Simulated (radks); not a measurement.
The numbers below are computed, except where a source is named.
Excited configurations of Lu I: one electron is placed in a higher orbital outside [Xe] 4f14 6s2. The ground configuration is [Xe] 4f14 5d1 6s2. Level of theory: Dirac Kohn-Sham, PBEsol, spin-unpolarised, spherical densities, point nucleus; open shells fill j = l - 1/2 first (a radial shooting solver on a logarithmic mesh with Libxc functionals). Excitation = E - E(ground); binding = E(ion) - E, where the ion is the core of charge +1; n* = 1/sqrt(2 binding) in atomic units, and the quantum defect is n - n*.

outer orbital  excitation (eV)  binding (eV)  quantum defect  eigenvalue (eV)  <r> (bohr)
5f5/2                    4.573         0.914           1.142           -0.424       17.07
6p1/2                    0.864         4.622           4.284           -2.359       4.561
6d3/2                    3.954         1.533           3.021           -0.714       10.82
7s1/2                    3.113         2.374           4.606           -1.399       9.053
7p1/2                    3.733         1.754           4.215           -0.999       11.48

The Delta-SCF ionisation energy is 5.487 eV (NIST Atomic Spectra Database: 5.426 eV, measured). Self-interaction in the functional shifts the binding energies and quantum defects, so they are the method's values and not measured ones. Spin polarisation and multiplet splitting are left out, so open shells lie too high by an amount that depends on their filling.

Beside tabulated values, note that spin-unpolarised runs miss the spin-polarisation part of the exchange energy of open shells.
